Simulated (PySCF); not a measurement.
Computed vibrations of [Bi(mal)]2+

[Bi(mal)]2+ (singlet). PySCF 2.14.0, RKS PBE0, Bi def2-SVP with ECP60, O def2-SVP, C def2-SVP, H def2-SVP; non-relativistic Hamiltonian with scalar-relativistic core potentials where named; density fitting; no spin-orbit coupling. Central differences of gradients.

```xyz
9

Bi    0.0000    0.0000   -0.6153
O     1.4005    0.0000    0.9524
O    -1.4005    0.0000    0.9524
C     1.2358    0.0000    2.2380
C    -1.2358    0.0000    2.2380
C     0.0000    0.0000    2.8932
H     2.1806    0.0000    2.8068
H    -2.1806    0.0000    2.8068
H     0.0000    0.0000    3.9882
```

Run from Python with OMP_NUM_THREADS=2. Where DIIS fails, smearing, a level shift and second-order steps follow.
It took 110 s on 2 threads of Intel(R) Xeon(R) Platinum 8488C (Sapphire Rapids) (shared host).

(1) What are the harmonic wavenumbers and infrared intensities?

(2) Is this a minimum?

Results:

(1) Modes are labelled in C2v; negative numbers are unstable modes, those under 60 cm⁻¹ near the noise; a finer grid moves soft modes by up to 10 cm⁻¹.
| cm⁻¹ | km/mol | symmetry |
| --- | --- | --- |
| 194 | 13.3 | b1 |
| 257 | 0.7 | a1 |
| 284 | 0.0 | a2 |
| 414 | 0.8 | b2 |
| 456 | 55.3 | b1 |
| 500 | 24.2 | b2 |
| 506 | 4.1 | a1 |
| 839 | 16.4 | b1 |
| 884 | 0.2 | a1 |
| 1028 | 49.8 | a1 |
| 1033 | 0.9 | b1 |
| 1044 | 0.0 | a2 |
| 1147 | 2.0 | b2 |
| 1294 | 101.3 | b2 |
| 1359 | 87.9 | a1 |
| 1406 | 1.3 | b2 |
| 1553 | 7.4 | a1 |
| 1567 | 258.8 | b2 |
| 3167 | 13.3 | a1 |
| 3168 | 67.6 | b2 |
| 3227 | 88.4 | a1 |

(2) Yes. Ideal gas at 298.15 K and 1 bar: S = 329.5 J/(mol K), Cp = 89.5 J/(mol K), H − H(0 K) = 17.2 kJ/mol (rigid rotor, harmonic modes, spin degeneracy alone).
